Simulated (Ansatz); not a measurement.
Job for Ansatz (a first-principles code): U-wB97X-V/def2-TZVPP on CH2O (SMILES [CH]O), 2S+1 = 1, a spin state set in the input, which need not be the lowest, at the other state's geometry.

Ansatz 0.2 input:
```yaml
crystal:
  periodic: [false, false, false]
  atoms:
    - {symbol: C, position_ang: [0.67006745, 0.07531754, -0.29738871]}
    - {symbol: O, position_ang: [-0.54613970, 0.06641966, 0.24281608]}
    - {symbol: H, position_ang: [1.51497668, -0.49276145, 0.09656747]}
    - {symbol: H, position_ang: [-1.16626383, -0.49050110, -0.25476389]}
basis:
  gaussian:
    orbitals: def2-TZVPP
hamiltonian:
  xc: {name: wB97X-V}
magnetization: {spin_polarized: true, initial_magnetization: 0}
```

The head of its log:

```
WARN ansatz: RAYON_NUM_THREADS=1 ignored (pool sized by the plan → 1); use --threads N
Functional definition: wB97X-V
integrals: 0.02 GiB planned
449 factors; their error is unknown
integrals: 0.05 GiB planned
108 factors; integrals over basis functions are off by at most 1.6e-5 eV
mean field: 0.31 GiB planned
mean field evaluation 1: about -3110.2626 eV, gradient 2.4e1 eV
mean field evaluation 2: about -3110.3876 eV, gradient 2.4e1 eV
```

Predict the final total energy.

-114.3811 hartree. Its determinant has ⟨S²⟩ = 0.76, a mixture of spin states.
